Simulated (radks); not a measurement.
The numbers below are computed, except where a source is named.
Ag I, configuration [Kr] 4d10 5s1. Code: a radial shooting solver on a logarithmic mesh with Libxc functionals. Model: Dirac Kohn-Sham, BP86, spin-unpolarised, spherical densities, finite nucleus; Fermi nuclear charge, rms radius 4.5454 fm.

Spin-orbit splittings of the eigenvalues, e(l+1/2) - e(l-1/2), with zeta = 2 splitting/(2l+1) and mean radii in bohr:

| shell | occ. | splitting (eV) | zeta (eV) | <r> j=l-1/2 | <r> j=l+1/2 |
|---|---|---|---|---|---|
| 2p | 6 | 175.4 | 116.9 | 0.1141 | 0.1192 |
| 3p | 6 | 30.95 | 20.63 | 0.3600 | 0.3709 |
| 3d | 10 | 6.232 | 2.493 | 0.3437 | 0.3473 |
| 4p | 6 | 5.100 | 3.400 | 0.9792 | 1.011 |
| 4d | 10 | 0.5570 | 0.2228 | 1.404 | 1.431 |
